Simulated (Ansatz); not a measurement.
Mulliken charges of BFGeH₅NSi (`F[B]1N[SiH2][GeH2]1`) from ωB97M-V/def2-TZVPP in Ansatz (PBE0-D4/def2-TZVP geometry).

```json
{"atom": "F1", "x (Å)": "0.093", "y (Å)": "0.067", "z (Å)": "2.679", "charge (e)": "-0.248"}
{"atom": "B2", "x (Å)": "0.050", "y (Å)": "0.033", "z (Å)": "1.352", "charge (e)": "0.294"}
{"atom": "N3", "x (Å)": "0.437", "y (Å)": "-1.079", "z (Å)": "0.580", "charge (e)": "-0.190"}
{"atom": "Si4", "x (Å)": "0.203", "y (Å)": "-0.647", "z (Å)": "-1.120", "charge (e)": "0.185"}
{"atom": "Ge5", "x (Å)": "-0.524", "y (Å)": "1.392", "z (Å)": "-0.136", "charge (e)": "-0.133"}
{"atom": "H6", "x (Å)": "0.780", "y (Å)": "-1.946", "z (Å)": "0.971", "charge (e)": "0.103"}
{"atom": "H7", "x (Å)": "1.481", "y (Å)": "-0.707", "z (Å)": "-1.879", "charge (e)": "-0.029"}
{"atom": "H8", "x (Å)": "-0.769", "y (Å)": "-1.555", "z (Å)": "-1.785", "charge (e)": "-0.029"}
{"atom": "H9", "x (Å)": "-2.007", "y (Å)": "1.754", "z (Å)": "-0.280", "charge (e)": "0.023"}
{"atom": "H10", "x (Å)": "0.337", "y (Å)": "2.637", "z (Å)": "-0.378", "charge (e)": "0.023"}
```

Problem. By hand: the dipole of these point charges (1 e Å = 4.8032 D).

Solution. Σ q r = (0.037, -0.141, -0.375) e Å, of length 0.402 e Å = 1.93 D.

Problem. How does the dipole of the full density compare? (An estimate is asked.)

Solution. The calculation gave: (0.080, -0.232, -0.165) e Å, 1.42 D; the point charges give 1.36 times that, at 35° from its direction.

Point charges leave out the atoms' own dipoles, such as those of lone pairs, and Mulliken's split depends on the basis, so the two needn't agree.
